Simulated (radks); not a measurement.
Spherical quantum dot in the effective-mass picture: electrons in a parabolic well V = omega^2 r^2 / 2 with omega = 0.291, all in effective atomic units (hartree* = m*/eps^2 hartree, bohr* = eps/m* bohr), one dielectric constant everywhere. Calculated with a radial shooting solver with Libxc functionals: non-relativistic Kohn-Sham, PBE, spin-polarised, spherical densities. Levels are named by radial order and angular momentum (1s, 1p, 1d, 2s, ...), and open shells are averaged over m. Results are scaled to m* = 0.089 and eps = 9.9, for which hartree* = 24.71 meV and bohr* = 5.886 nm.

N = 6, configuration 1s2 1p(up 3, down 1). This is the lowest configuration that the search found. Occupied and some empty levels:

| level | occupation | eigenvalue (meV) | <r> (nm) |
|---|---|---|---|
| 1s up | 1 | 48.161 | 17.07 |
| 1s down | 1 | 48.892 | 16.65 |
| 1p up | 3 | 51.967 | 20.63 |
| 1p down | 1 | 52.881 | 20.60 |
| 1d up | 0 | 56.569 | 23.36 |
| 1d down | 0 | 57.493 | 23.50 |
| 2s up | 0 | 58.283 | 20.43 |
| 2s down | 0 | 58.723 | 20.57 |
| 1f up | 0 | 61.720 | 25.72 |
| 1f down | 0 | 62.581 | 25.94 |

Energy (meV): total 194.188, kinetic 29.704, external 75.453, Hartree 121.16, exchange-correlation -32.127.

Electron density:

| r (nm) | n(r) (e/nm^3) |
|---|---|
| 1.84 | 0.00008702 |
| 3.89 | 0.00009169 |
| 5.95 | 0.00009843 |
| 7.99 | 0.0001055 |
| 10.0 | 0.0001108 |
| 12.1 | 0.0001124 |
| 14.2 | 0.0001090 |
| 16.2 | 0.0001001 |
| 18.3 | 0.00008641 |
| 20.3 | 0.00006969 |
| 22.4 | 0.00005206 |
| 24.4 | 0.00003585 |
| 26.5 | 0.00002261 |
| 28.5 | 0.00001312 |
| 30.6 | 7.028e-06 |
| 32.6 | 3.497e-06 |
| 34.7 | 1.605e-06 |
| 36.7 | 6.817e-07 |
| 38.8 | 2.666e-07 |
| 40.8 | 9.561e-08 |
